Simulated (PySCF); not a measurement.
Converging Ca2 in the basis (PBE0)

PySCF, UKS reference; singlet, unpaired electrons none; De to Ca + Ca without counterpoise correction.

| basis | relativity | functions | Re (Å) | ωe (cm⁻¹) | De (eV) |
| --- | --- | --- | --- | --- | --- |
| def2-SVP | no relativity | 48 | 4.218 | 81.9 | 0.22 |
| def2-SVPD | no relativity | 54 | 4.225 | 81.0 | 0.22 |
| x2c-TZVPall | spin-free X2C | 72 | 4.234 | 78.6 | 0.20 |

Problem. How does each smaller set differ from the one with most functions, x2c-TZVPall?

Solution. def2-SVP: -1.6 pm, +4.2 % in ωe, +0.02 eV in De; def2-SVPD: -0.9 pm, +3.1 % in ωe, +0.02 eV in De. All at PBE0; the set with most functions is neither the basis-set limit nor always the best. The rows treat relativity differently, so the differences are not basis effects alone.

Closed-shell solutions of metal pairs were not tested for spin polarisation, which can lower them a little. The bond is weak. Basis-set superposition, not corrected here, can be much of De in a small basis, most of all at correlated wavefunction levels. Functionals without a dispersion term scatter widely for such bonds, and LDA overbinds them.
